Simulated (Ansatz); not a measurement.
Cost and result for the atomization energy of C₆H₁₀OS, SMILES `CS/C(C)=C/C(C)=O` (18 atoms, 17 bonds).

Z-matrix (Å, degrees):
```
C
S 1 1.789
H 1 1.090 2 106.0
H 1 1.091 2 111.2 3 118.4
H 1 1.091 2 111.2 3 -118.4
C 2 1.731 1 104.6 3 180.0
C 6 1.350 2 124.0 1 0.1
C 6 1.496 2 111.2 1 -179.9
C 7 1.464 6 124.3 2 180.0
H 7 1.083 6 119.8 2 -0.0
H 8 1.091 6 110.3 2 121.4
H 8 1.091 6 110.3 2 -121.8
H 8 1.092 6 111.1 2 -0.2
C 9 1.510 7 115.1 6 -179.8
O 9 1.217 7 124.1 6 0.2
H 14 1.088 9 109.8 7 179.9
H 14 1.094 9 110.3 7 -59.2
H 14 1.094 9 110.3 7 58.9
```

The species carries charge 0 and has multiplicity 1. All single points use the PBE0-D4/def2-TZVP geometry. It is one conformer, not always the lowest. Program: Ansatz. All runs use 2 threads of an AMD EPYC 7R13 on a shared host and a share of an NVIDIA H100 80 GB. Times are those of one run each, without the atoms' runs, and a repeat can differ threefold. Electronic energies, without spin–orbit coupling; frozen cores. CCSD(T)/CBS adds CCSD(T) − MP2 in def2-TZVPP to the MP2 limit, and its time is that of the two runs behind it. T1 = 0.014. B3LYP takes the VWN-RPA correlation (the form of Gaussian; ORCA's B3LYP/G).

CCSD(T)/CBS is a level of theory with its own doubt, some kJ/mol a heavy atom from the limit and from the frozen cores, so smaller differences don't rank the functionals.

```csv
level,functions,wall time,atomization (kJ/mol),difference from CCSD(T)/CBS,per bond
B2PLYP/def2-TZVPP,399,11 s,7382.4,-58.0,-3.4
PBE-D4/def2-TZVPP (with forces),399,11 s,7686.3,245.9,14.5
r2SCAN-D4/def2-TZVPP (with forces),399,12 s,7504.4,64.0,3.8
PBE0-D4/def2-TZVPP,399,13 s,7534.1,93.7,5.5
B3LYP-D4/def2-TZVPP (with forces),399,15 s,7463.0,22.6,1.3
MP2/def2-QZVPP,769,15 s,7512.3,71.9,4.2
ωB97X-V/def2-TZVPP,399,17 s,7464.1,23.7,1.4
ωB97M-V/def2-TZVPP (with forces),399,18 s,7479.6,39.2,2.3
CCSD(T)/def2-TZVPP,399,26 s,7261.0,-179.4,-10.6
CCSD(T)/CBS(def2),–,41 s,7440.4,0.0,0.0
```

The D4 term adds +70.4 kJ/mol with B3LYP and +37.6 kJ/mol with PBE0; it sums over pairs of atoms, weighted by their polarisabilities, and B3LYP, whose exchange is more repulsive, gets the larger term. From PBE to PBE0 (25 % exact exchange), in def2-TZVPP and without D4, the atomization energy moves by −145.5 kJ/mol: exact exchange takes away binding that semilocal exchange gives to molecules. In def2-TZVPP, CCSD(T) changes the Hartree–Fock value by +1829.7 kJ/mol (the triples alone add +128.3 kJ/mol) and MP2 by +1975.8 kJ/mol; breaking electron pairs costs correlation energy, which Hartree–Fock lacks.
